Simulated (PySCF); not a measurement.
# Energy profile

The step: GeH₃SF ([F][GeH2][SH]) → GeH₂S ([S][GeH2]) + HF; bonds formed: F2–H4; bonds broken: Ge1–F2, S3–H4 (atoms numbered as in the saddle structure below).

```xyz
6
angstrom
Ge -0.6064 0.0574 0.2079
F 1.4141 -0.2253 0.3341
S -0.1912 0.2310 -1.8363
H 1.2406 -0.0857 -0.7115
H -0.7632 1.2662 1.1427
H -1.0939 -1.2436 0.8629
```

Electronic energies by CCSD(T) at an estimated basis limit (MP2 extrapolated from triple and quadruple zeta, plus CCSD(T) − MP2 in triple zeta), on PBE0-D4/def2-TZVP structures; GeH3SF, closed shell; no counterpoise correction. Program: PySCF 2.14 with density fitting (its default auxiliary sets; JK sets also for MP2 and CCSD(T)). Basis: def2-TZVPP and def2-QZVPP. Cores are frozen in the correlated methods. Filled d shells of the heavier atoms are correlated. The def2 sets are not built for correlating such inner shells, so the correlated values are less sure here. Extrapolation: Hartree–Fock as exp(−7.88 √X), correlation as X^−2.97.

Q: Give the profile in kJ/mol, counted from the start structure. (To be estimated.)

A: By the calculation:
```
                                                                                  point  kJ/mol
                                                                        start structure     0.0
                                                                                 saddle   162.6
                                                                          end structure   149.4
separated: GeH2S (linked as [S][GeH2]; Ge1, S3, H5, H6; singlet) + HF (F2, H4; singlet)   169.6
```

T1 diagnostic: at most 0.018.

For scale, one of the runs: CCSD(T)/def2-TZVPP, 163 basis functions, launched by `OMP_NUM_THREADS=4 python run.py`. Hardware: 4 CPU threads of an AMD EPYC 9R45, shared host. Wall time 71 s; peak host memory 1.6 GiB.
